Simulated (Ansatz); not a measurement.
`[SiH3][NH][AlH][SeH]` + `BN=C` → `C=NB[SeH]` + `[AlH2][NH][SiH3]`  (formal exchange of groups at the Se–Al bond)

Isolated molecules relaxed with PBE0-D4/def2-TZVP in Ansatz; ΔE leaves out vibrations. CCSD(T)/CBS adds triple-zeta CCSD(T) − MP2 to the extrapolated MP2 energy (def2 sets, frozen cores). Functionals use def2-TZVPP. B3LYP here is the variant with VWN-RPA as its local correlation; programs differ in this. For Se outer-core shells are correlated without core-valence functions, which leaves a few kJ/mol of doubt a bond. Scalar relativity is left out up to krypton. Each species was taken in one conformer, which may not be the lowest.

(1) Is it downhill or uphill in electronic energy at CCSD(T)/CBS, and by how much? (Estimate.)

(2) What do these levels give: B3LYP-D4, B2PLYP, B3LYP, CCSD(T)/def2-TZVPP, SCS-MP2/def2-QZVPP, MP2/CBS(def2)? (An estimate is asked.)

Largest T1 diagnostic among the species: 0.016.

Results:

(1) Computed: Uphill: ΔE = +16.8 kcal/mol.

(2) The calculation gave: B3LYP-D4 16.4, B2PLYP 16.1, B3LYP 16.0, CCSD(T)/def2-TZVPP 16.1, SCS-MP2/def2-QZVPP 16.1, MP2/CBS(def2) 16.6 kcal/mol.
